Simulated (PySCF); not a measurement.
C3H9InO2 (SMILES C[CH](C)[In]([OH])[OH]), singlet, at a GFN2-xTB geometry (such geometries of metal compounds can be far from the true shape) (core potentials on In); DF-PBE/def2-SVPD in PySCF.

The PySCF input:
```python
from pyscf import gto, scf, dft

mol = gto.Mole()
mol.atom = '''
    In    0.065748    0.068148    0.491606
    O    -0.486269   -1.277157    1.841856
    H    -0.464729   -0.968182    2.746338
    O     0.384345    1.841651    1.321910
    H     0.289478    1.867541    2.272774
    C     0.332698   -0.343103   -1.730919
    C    -0.070668    0.895158   -2.498486
    C    -0.456035   -1.580223   -2.092799
    H     1.404113   -0.523892   -1.828371
    H     0.164712    0.768234   -3.557486
    H    -1.140953    1.080629   -2.404688
    H     0.465680    1.768448   -2.127892
    H    -0.177262   -2.416677   -1.452330
    H    -0.256962   -1.856979   -3.130502
    H    -1.526326   -1.405321   -1.983425
'''
mol.basis = 'def2-svpd'
mol.ecp = {'In': 'def2-svpd'}
mol.charge = 0
mol.spin = 0
mol.verbose = 4
mol.max_memory = 1800
mol.build()

mf = dft.RKS(mol)
mf.xc = 'pbe'
mf = mf.density_fit(auxbasis='def2-universal-jkfit')
mf.kernel()
```

What the program printed (banner, timings and long lists left out):

```
PySCF version 2.14.0

[INPUT] verbose = 4
[INPUT] num. atoms = 15
[INPUT] num. electrons = 64
[INPUT] charge = 0
[INPUT] spin (= nelec alpha-beta = 2S) = 0
[INPUT] symmetry False subgroup None
[INPUT] Mole.unit = angstrom
[INPUT] Symbol           X                Y                Z      unit          X                Y                Z       unit  Magmom
[INPUT]  1 In     0.065748000000   0.068148000000   0.491606000000 AA    0.124245713238   0.128781055937   0.929000701193 Bohr   0.0
[INPUT]  2 O     -0.486269000000  -1.277157000000   1.841856000000 AA   -0.918915232866  -2.413476948071   3.480603400887 Bohr   0.0
[INPUT]  3 H     -0.464729000000  -0.968182000000   2.746338000000 AA   -0.878210532143  -1.829598818734   5.189826665486 Bohr   0.0
[INPUT]  4 O      0.384345000000   1.841651000000   1.321910000000 AA    0.726306787346   3.480216007031   2.498047861324 Bohr   0.0
[INPUT]  5 H      0.289478000000   1.867541000000   2.272774000000 AA    0.547034139087   3.529141016396   4.294920403032 Bohr   0.0
[INPUT]  6 C      0.332698000000  -0.343103000000  -1.730919000000 AA    0.628708102191  -0.648370702517  -3.270962853806 Bohr   0.0
[INPUT]  7 C     -0.070668000000   0.895158000000  -2.498486000000 AA   -0.133543165771   1.691603458213  -4.721454266060 Bohr   0.0
[INPUT]  8 C     -0.456035000000  -1.580223000000  -2.092799000000 AA   -0.861781253216  -2.986188685739  -3.954816943764 Bohr   0.0
[INPUT]  9 H      1.404113000000  -0.523892000000  -1.828371000000 AA    2.653389017941  -0.990012398851  -3.455120444097 Bohr   0.0
[INPUT] 10 H      0.164712000000   0.768234000000  -3.557486000000 AA    0.311260569429   1.451751859579  -6.722674231974 Bohr   0.0
[INPUT] 11 H     -1.140953000000   1.080629000000  -2.404688000000 AA   -2.156088691001   2.042092852263  -4.544201735028 Bohr   0.0
[INPUT] 12 H      0.465680000000   1.768448000000  -2.127892000000 AA    0.880007661687   3.341882385535  -4.021133102653 Bohr   0.0
[INPUT] 13 H     -0.177262000000  -2.416677000000  -1.452330000000 AA   -0.334976632293  -4.566857661536  -2.744505942490 Bohr   0.0
[INPUT] 14 H     -0.256962000000  -1.856979000000  -3.130502000000 AA   -0.485587804420  -3.509181729069  -5.915791412403 Bohr   0.0
[INPUT] 15 H     -1.526326000000  -1.405321000000  -1.983425000000 AA   -2.884338116803  -2.655671807100  -3.748130038615 Bohr   0.0

nuclear repulsion = 346.462153313337
number of shells = 90
number of NR pGTOs = 313
number of NR cGTOs = 210
basis = def2-svpd
ecp = {'In': 'def2-svpd'}

******** <class 'pyscf.df.df_jk.DFRKS'> ********
method = DFRKS
initial guess = minao
damping factor = 0
level_shift factor = 0
DIIS = <class 'pyscf.scf.diis.CDIIS'>
diis_start_cycle = 1
diis_space = 8
diis_damp = 0
SCF conv_tol = 1e-09
SCF conv_tol_grad = None
SCF max_cycles = 50
direct_scf = False
XC library pyscf.dft.libxc version 7.1.2
    S. Lehtola, C. Steigemann, M. J. T. Oliveira, and M. A. L. Marques,  SoftwareX 7, 1–5 (2018)
XC functionals = pbe
    J. P. Perdew, K. Burke, and M. Ernzerhof,  Phys. Rev. Lett. 77, 3865 (1996)
    J. P. Perdew, K. Burke, and M. Ernzerhof,  Phys. Rev. Lett. 78, 1396 (1997)
    J. P. Perdew, K. Burke, and M. Ernzerhof,  Phys. Rev. Lett. 77, 3865 (1996)
    J. P. Perdew, K. Burke, and M. Ernzerhof,  Phys. Rev. Lett. 78, 1396 (1997)
radial grids:
    Treutler-Ahlrichs [JCP 102, 346 (1995); DOI:10.1063/1.469408] (M4) radial grids

becke partition: Becke, JCP 88, 2547 (1988); DOI:10.1063/1.454033
pruning grids: <function nwchem_prune>
grids dens level: 3
symmetrized grids: False
atomic radii adjust function: <function treutler_atomic_radii_adjust>
small_rho_cutoff = 0
Set gradient conv threshold to 3.16228e-05
Initial guess from minao.
tot grids = 180664
init E= -438.498753509227
  HOMO = -0.623433039254956  LUMO = -0.564670963296076  gap/eV = 1.59900
cycle= 1 E= -458.283299841359  delta_E= -19.8  |g|= 2.54  |ddm|= 17.8
  HOMO = 0.0573438710436917  LUMO = 0.0623031686572266  gap/eV = 0.13495
cycle= 2 E= -401.730301327155  delta_E= 56.6  |g|= 11.1  |ddm|=  151
  HOMO = -0.247135987917119  LUMO = -0.130829360143402  gap/eV = 3.16486
cycle= 3 E= -459.67531979253  delta_E= -57.9  |g|= 0.722  |ddm|=  152
  HOMO = -0.248364328349351  LUMO = -0.0940691106249467  gap/eV = 4.19859
cycle= 4 E= -459.573354179086  delta_E= 0.102  |g|= 0.99  |ddm|=  2.9
  HOMO = -0.208225127296527  LUMO = -0.0634991443150135  gap/eV = 3.93819
cycle= 5 E= -459.821748242574  delta_E= -0.248  |g|= 0.177  |ddm|= 1.51
  HOMO = -0.231749411953737  LUMO = -0.0746633524714824  gap/eV = 4.27453
cycle= 6 E= -459.829079166498  delta_E= -0.00733  |g|= 0.076  |ddm|= 0.316
  HOMO = -0.235360392498716  LUMO = -0.0784366812715689  gap/eV = 4.27011
cycle= 7 E= -459.830195765413  delta_E= -0.00112  |g|= 0.0337  |ddm|= 0.134
  HOMO = -0.234364201852713  LUMO = -0.0783432068291852  gap/eV = 4.24555
cycle= 8 E= -459.830348528101  delta_E= -0.000153  |g|= 0.0217  |ddm|= 0.0705
  HOMO = -0.234930329594389  LUMO = -0.0784996500087232  gap/eV = 4.25670
cycle= 9 E= -459.830455116491  delta_E= -0.000107  |g|= 0.00526  |ddm|= 0.0308
  HOMO = -0.235093016756983  LUMO = -0.0785454869607953  gap/eV = 4.25988
cycle= 10 E= -459.830457371713  delta_E= -2.26e-06  |g|= 0.004  |ddm|= 0.011
  HOMO = -0.234946868739877  LUMO = -0.0784872415227511  gap/eV = 4.25748
cycle= 11 E= -459.830461240214  delta_E= -3.87e-06  |g|= 0.000103  |ddm|= 0.00571
  HOMO = -0.234943609212499  LUMO = -0.0784879186046155  gap/eV = 4.25738
cycle= 12 E= -459.830461243388  delta_E= -3.17e-09  |g|= 2.53e-05  |ddm|= 0.000331
  HOMO = -0.234943987442592  LUMO = -0.0784865409229596  gap/eV = 4.25742
cycle= 13 E= -459.830461243638  delta_E= -2.5e-10  |g|= 6.3e-06  |ddm|= 8.58e-05
  HOMO = -0.23494489857588  LUMO = -0.0784874346169993  gap/eV = 4.25742
Extra cycle  E= -459.830461243628  delta_E= 1.03e-11  |g|= 9.72e-06  |ddm|= 2.43e-05
converged SCF energy = -459.830461243628
```
